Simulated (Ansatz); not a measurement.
## Telling isomers of C2H5Zn apart by their spectra

These gas-phase data were calculated for one isomer of C2H5Zn at PBE0-D3(BJ)/def2-SVP (harmonic, unscaled wavenumbers; equilibrium rotational constants with average atomic masses):

| Item | Value |
| --- | --- |
| rotational constants | 45.85, 3.471, 3.293 GHz |
| all wavenumbers above 1500 cm⁻¹ | 3129, 3114, 3055, 2997, 1857 |

Candidates:

(1) the doublet with the links of `C[CH2][Zn]`
(2) `C[CH][ZnH]`, a doublet

**Question.** Which candidate do the data belong to?

**Answer.** Candidate (2). 4 modes lie between 2750 and 3290 cm⁻¹, one for each C–H bond, while (1) has 5.

The same quantities for all candidates:

```
     rotational constants (GHz)   wavenumbers above 1500 cm⁻¹  E above the lowest, PBE0-D3(BJ)/def2-SVP (kcal/mol)
(1)         30.45, 3.632, 3.383  3139, 3123, 3104, 3061, 3027                                                  0.0
(2)         45.85, 3.471, 3.293  3129, 3114, 3055, 2997, 1857                                                 21.8
```

Harmonic stretches to hydrogen usually lie a few per cent above observed fundamentals. Open shells are spin-unrestricted. Programs: Ansatz 0.2.0.
